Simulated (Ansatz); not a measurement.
`CB(O)[SiH2][AlH2]`, charge 0, multiplicity 1.

Problem. Give a relaxed structure at PBE0-D4/def2-TZVP (Ansatz 0.2.0). (Estimate.)

Solution. The calculation gave: 
Z-matrix (Å, degrees):
```
C
B 1 1.565
H 1 1.093 2 112.6
H 1 1.095 2 112.1 3 -123.5
H 1 1.097 2 109.2 3 120.1
O 2 1.360 1 117.6 3 -8.7
Si 2 2.042 1 121.8 3 169.8
H 6 0.960 2 114.1 1 -177.6
Al 7 2.449 2 109.0 1 -77.9
H 7 1.498 2 110.3 1 160.9
H 7 1.494 2 110.2 1 42.1
H 9 1.591 7 120.2 2 80.2
H 9 1.591 7 121.3 2 -96.6
```
This is one stationary point; other conformers may exist.
